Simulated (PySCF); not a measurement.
**C₆ coefficients of unlike pairs at PW91**

Calculated with PySCF 2.14 from the dipole response of each species, C₆(A,B) = (3/π) ∫ α_A(iu) α_B(iu) du, in atomic units, from isotropic polarisabilities. For ions this is the dispersion term alone; charge-induced terms of lower order in 1/R come first.

```
species           configuration                                                               basis      relativity  α (bohr³)  C₆ (like pair)
    Sr⁺           [Kr] 5s1 (2S)  def2-TZVPPD with the def2 core potential (28 electrons) (6s4p3d1f)  core potential      96.14           845.0
   Cr³⁺           [Ar] 3d3 (4F)                                       aug-cc-pVQZ-DK (9s8p6d4f3g2h)   spin-free X2C      2.199           5.553
   Kr²⁺  [Ar] 3d10 4s2 4p4 (3P)                                              def2-TZVPPD (7s6p5d1f)            none      7.582           36.87
     Pd          [Kr] 4d10 (1S)                                         aug-cc-pVTZ-DK (9s8p6d3f2g)   spin-free X2C      26.71           174.9
```

Estimate C₆ for Cr³⁺ with Sr⁺.

The integral gives 41.98. The combination rule 2 C_A C_B / (C_A α_B/α_A + C_B α_A/α_B) gives 35.80 and the geometric mean 68.50.

No spin-orbit coupling is included.

The other pairs:

| pair | C₆ |
| --- | --- |
| Pd, Sr⁺ | 342.0 |
| Pd, Cr³⁺ | 27.56 |
| Kr²⁺, Cr³⁺ | 13.56 |
| Kr²⁺, Sr⁺ | 130.5 |
| Pd, Kr²⁺ | 77.35 |
